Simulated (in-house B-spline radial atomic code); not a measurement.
Results of a calculation; reference values are marked as such.
**Ti in an electron gas of r_s = 2.07: phase shifts, screening, friction and resistivity**

A nucleus sits in a uniform electron gas with a rigid positive background. The Kohn-Sham equations are solved self-consistently in the spin-unpolarised LDA (PW92), non-relativistic, on B-splines with outgoing waves at the boundary and partial waves to l = 8. The model has no lattice, no bands and no magnetic solution. Atomic units; δ_l are the phase shifts at the Fermi level, counted so that each bound state adds π, and good to about 0.0005.

The density parameter is r_s = 2.07 bohr, near that of the valence electrons of Al (3 per atom, density 2.7 g/cm³, mass 26.98 u, which gives r_s = 2.07).

```csv
l,δ_l (rad)
0,8.6594
1,6.0858
2,1.4990
3,0.0152
4,0.0028
5,0.0003
6,-0.0002
7,-0.0003
8,-0.0003
```

Bound levels below the band bottom (hartree): s -176.5, s -18.7, p -15.53, s -1.576, p -0.757.

**Question.** Check the Friedel sum rule, and say where the screening charge sits.

**Answer.** k_F = (9π/4)^(1/3)/r_s = 0.92713. The rule is Z = (2/π) Σ (2l + 1) δ_l. The terms are s 5.513, p 11.623, d 4.771, f 0.068 and 0.010 beyond, in all 21.985 against Z = 22. Bound states hold 6 s, 12 p, 0 d electrons, so the scattering states carry 3.99 in all; where a term is smaller than its bound count, the bound level has drawn weight out of the band.

**Question.** Find the transport cross section and the electronic stopping of a 2 keV Ti ion (mass 47.87 u).

**Answer.** σ_tr = (4π/k_F²) Σ (l + 1) sin²(δ_l − δ_(l+1)). The terms for l = 0 to 3 are 0.2894, 1.9686, 2.9774, 0.0006, all together 5.2360, so σ_tr = 14.619 × 5.2360 = 76.547 bohr². With n = 3/(4π r_s³) = 0.02692, the friction coefficient is Q = n k_F σ_tr = 1.9102. For v well below v_F = 0.927, dE/dx = Q v; with 24801 eV per u at v = 1, v = √(2000/(24801 × 47.87)) = 0.0410, so dE/dx = 0.07840 hartree/bohr = 40.3 eV/nm. The largest term couples the d and f waves.

**Question.** What residual resistivity would 1 atomic per cent of such centres give in Al?

**Answer.** Δρ = k_F n_i σ_tr/n in atomic units of 21.74 μΩ·cm. With one host atom per 3 electrons, n_i/n = 0.01/3, so Δρ = 0.9271 × 0.00333 × 76.547 × 21.74 = 5.14 μΩ·cm. This is an atom added to the gas, as on an interstitial site.

**Question.** On a substitutional site the background of one host ion, a sphere holding 3 charges, is taken out. The phase shifts for l = 0 to 4 become 8.3742, 5.8425, 0.8703, -0.0398, -0.0109. What follows?

**Answer.** The Friedel sum is now 19.00, for Z − 3 = 19. The sum in σ_tr is 4.0701, so σ_tr = 59.50 bohr² and Δρ = 4.00 μΩ·cm per atomic per cent, 0.78 times the value above. A real host ion scatters too, so this model doesn't give zero even for the host's own atom.
